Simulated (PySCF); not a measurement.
A GIAO shielding run with PySCF (density fitting, non-relativistic, gas phase) on SMILES CS[SiH2]SCS(C)(=O)=O, C$_{3}$H$_{10}$O$_{2}$S$_{3}$Si:

```
$ OMP_NUM_THREADS=1 python probes_run.py task.json out

{"job": {"kind": "nmr", "xc": "PBE0", "basis": "pcSseg-1"}, "charge": 0, "multiplicity": 1}
C      3.565765     0.136580    -1.126828
S      2.031516     0.886262    -0.505884
Si     1.191049    -0.846451     0.414035
S     -0.340667    -0.254242     1.830957
C     -1.048762     1.142611     0.962168
S     -1.740839     0.473843    -0.579468
C     -3.112708    -0.581523    -0.045101
O     -0.717907    -0.378269    -1.146781
O     -2.250433     1.525245    -1.407805
H      3.323496    -0.595587    -1.889697
H      4.155926     0.939701    -1.555016
H      4.103922    -0.330637    -0.309052
H      0.854214    -1.983803    -0.415977
H      2.209971    -1.261398     1.380938
H     -0.295441     1.883933     0.705745
H     -1.849780     1.580296     1.548757
H     -2.755613    -1.199003     0.770285
H     -3.924472     0.062995     0.265910
H     -3.409042    -1.191302    -0.889481
```

Hardware: 1 thread of an Arm Neoverse N1, shared host. The job also computes population analyses, field gradients.

**Question.** How large is the calculation?

**Answer.** 106 electrons, 231 basis functions and 1295 auxiliary functions.

**Question.** How long does it take, and how much memory does it need?

**Answer.** 99 s of wall time, with 15 SCF cycles and 5 response iterations; peak memory 0.97 GiB. Times on a shared host scatter by some tens of per cent.
